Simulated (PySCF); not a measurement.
**`N#CC[Si@@H](F)[Si@H](F)[SiH3]`, C2H7F2NSi3**

Molfile (atoms numbered from 1):
```
C2H7F2NSi3
     RDKit          3D

 15 14  0  0  0  0  0  0  0  0999 V2000
   -1.1924    2.7242   -0.3192 N   0  0  0  0  0  0  0  0  0  0  0  0
   -1.4317    1.6486   -0.6296 C   0  0  0  0  0  0  0  0  0  0  0  0
   -1.7058    0.2932   -0.9766 C   0  0  0  0  0  0  0  0  0  0  0  0
   -1.3336   -0.9168    0.4773 Si  0  0  1  0  0  4  0  0  0  0  0  0
   -1.4610   -2.3522   -0.2760 F   0  0  0  0  0  0  0  0  0  0  0  0
    0.8633   -0.7406    1.1757 Si  0  0  2  0  0  4  0  0  0  0  0  0
    0.7833    0.1181    2.5526 F   0  0  0  0  0  0  0  0  0  0  0  0
    2.3767    0.3185   -0.2370 Si  0  0  0  0  0  4  0  0  0  0  0  0
   -2.7515    0.2128   -1.2787 H   0  0  0  0  0  0  0  0  0  0  0  0
   -1.0908    0.0241   -1.8388 H   0  0  0  0  0  0  0  0  0  0  0  0
   -2.5080   -0.9242    1.3479 H   0  0  0  0  0  0  0  0  0  0  0  0
    1.3111   -2.0311    1.7164 H   0  0  0  0  0  0  0  0  0  0  0  0
    1.9412    1.6765   -0.5659 H   0  0  0  0  0  0  0  0  0  0  0  0
    3.7276    0.3929    0.3242 H   0  0  0  0  0  0  0  0  0  0  0  0
    2.4673   -0.4361   -1.4941 H   0  0  0  0  0  0  0  0  0  0  0  0
  1  2  3  0
  2  3  1  0
  3  4  1  0
  4  5  1  0
  4  6  1  0
  6  7  1  0
  6  8  1  0
  3  9  1  0
  3 10  1  0
  4 11  1  1
  6 12  1  1
  8 13  1  0
  8 14  1  0
  8 15  1  0
M  END
```

The calculation used TDDFT CAM-B3LYP/def2-SVPD circular dichroism and optical rotation, one conformer, gas phase in PySCF 2.14.0. Geometry: GFN2-xTB.

The molecule is flexible and this is one conformer; a measurement averages over conformers.

(1) Draw the ECD and absorption spectra from the lowest 12 states, each a Gaussian of half-width 0.2 eV at 1/e height.

Answers

(1) 
| E (eV) | λ (nm) | Δε (L mol⁻¹ cm⁻¹) | ε (L mol⁻¹ cm⁻¹) |
| --- | --- | --- | --- |
| 5.06 | 245 | +0.04 | 7.52 |
| 5.21 | 238 | +1.06 | 182 |
| 5.36 | 231 | +8.34 | 1430 |
| 5.51 | 225 | +21.29 | 3660 |
| 5.66 | 219 | +17.65 | 3030 |
| 5.81 | 213 | +4.79 | 822 |
| 5.96 | 208 | +0.96 | 163 |
| 6.11 | 203 | +2.58 | 432 |
| 6.26 | 198 | +3.83 | 702 |
| 6.41 | 194 | +0.29 | 1230 |
| 6.56 | 189 | -11.88 | 5780 |
| 6.71 | 185 | -34.83 | 12000 |
| 6.86 | 181 | -40.43 | 8450 |
| 7.01 | 177 | -22.44 | 2500 |
| 7.16 | 173 | -38.32 | 3730 |
| 7.31 | 170 | -100.31 | 10500 |
| 7.46 | 166 | -99.52 | 10600 |
| 7.61 | 163 | -43.92 | 4110 |
| 7.76 | 160 | -17.30 | 2270 |

Δε uses R in velocity form, ε uses f in length form. Only the states computed contribute, so the short-wavelength end is incomplete.
